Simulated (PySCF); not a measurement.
Compound: SiCl3(NHMe), CH₄Cl₃NSi.
SMILES: `CN[Si](Cl)(Cl)Cl`

Level of theory: PySCF, TDDFT B3LYP/def2-SVPD, vertical, gas phase, core orbitals frozen in the response. Isolated species at its PBE0-D3(BJ)/def2-SVP geometry, gas phase.

Broadening: Gaussians 0.3 eV wide at half height, area fixed by f = 4.319×10⁻⁹ ∫ε dν̃. The cross-section is σ = 3.8235×10⁻²¹ ε cm², given in Mb (10⁻¹⁸ cm²). The width is an assumption, not a result. The curve ends short of the highest state used, and states not computed would add to its high-energy end.

E (eV), σ (Mb) and a bar:
```
     5.49       0.00 
     5.53       0.01 
     5.57       0.03 
     5.60       0.05 #
     5.64       0.11 ##
     5.68       0.23 ####
     5.72       0.41 #######
     5.75       0.61 ##########
     5.79       0.93 ###############
     5.83       1.28 ####################
     5.87       1.61 ##########################
     5.91       1.83 #############################
     5.94       1.89 ##############################
     5.98       1.80 #############################
     6.02       1.56 #########################
     6.06       1.23 ####################
     6.09       0.96 ###############
     6.13       0.64 ##########
     6.17       0.39 ######
     6.21       0.22 ###
     6.24       0.14 ##
     6.28       0.07 #
     6.32       0.05 #
     6.36       0.03 
     6.39       0.03 
     6.43       0.02 
     6.47       0.02 
     6.51       0.01 
     6.54       0.01 
     6.58       0.01 
     6.62       0.01 
     6.66       0.02 
     6.69       0.03 
     6.73       0.05 #
     6.77       0.08 #
     6.81       0.12 ##
     6.84       0.15 ##
     6.88       0.19 ###
     6.92       0.23 ####
     6.96       0.29 #####
     6.99       0.36 ######
     7.03       0.51 ########
     7.07       0.80 #############
     7.11       1.26 ####################
```

**Question.** Where are the band maxima, and which computed states make them?

**Answer.** 209 nm (5.94 eV), ε about 490, made up of S1 (100%) (ε in L mol⁻¹ cm⁻¹; maxima over ε = 5, shares over 10%). At its high-energy end, 7.11 eV, the curve is still rising (ε about 330, from S4 and S5). The states used: S1 5.94 eV (f 0.0055); S2 6.37 eV (f 0.0001); S3 6.93 eV (f 0.0005); S4 7.24 eV (f 0.0025); S5 7.37 eV (f 0.015); S6 7.64 eV (f 0.116); S7 7.67 eV (f 0.033); S8 7.71 eV (f 0.047); S9 7.71 eV (f 0.022).

**Question.** Coming from long wavelengths, where does ε first pass 100 L mol⁻¹ cm⁻¹?

**Answer.** At about 217 nm (5.71 eV), 0.23 eV below S1.

**Question.** Does any computed singlet lie in the visible range?

**Answer.** No computed singlet lies in the visible range (380 to 750 nm); the lowest, at 209 nm, stands 2.68 eV above its violet end (3.26 eV).

**Question.** On this curve, what absorbance would a 10⁻³ mol/L sample give at 222 nm over a 1 cm path?

**Answer.** 222 nm is 5.585 eV, where ε is about 9.7 L mol⁻¹ cm⁻¹, so A = ε c l ≈ 0.0097 (Beer–Lambert, with the gas-phase spectrum and the assumed width).
